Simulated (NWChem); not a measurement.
Total energies of H$_{3}$AlO$_{3}$

```
Al
O 1 1.6955
H 2 0.9581 1 123.56
O 1 1.6955 2 120.00 3 180.00
H 4 0.9581 1 123.55 2 0.00
O 1 1.6956 2 120.01 3 0.00
H 6 0.9581 1 123.54 2 180.00
```
Charge 0, spin multiplicity 1.

Everything below was run with NWChem. The geometry was optimised at PBE0/def2-SVP, a minimum by its harmonic frequencies. It is one conformer; others weren't searched.

Basis set: def2-SVP (75 functions).

| method | total energy (Ha) |
|---|---|
| RHF | -468.16928 |
| MP2 | -468.79264 |
| B2PLYP | -469.50590 |
| PBE | -469.43336 |
| B3LYP | -469.83520 |
| TPSS | -469.84505 |
| CCSD(T) | -468.82047 |

Total energies of different functionals aren't comparable as a measure of quality: only differences taken within one method are. 

The correlated methods keep 8 core orbitals frozen. B3LYP has NWChem's definition, with VWN1-RPA local correlation. The structure started from a generated list of species. Coupled-cluster values serve here as a point of comparison, not as the truth.
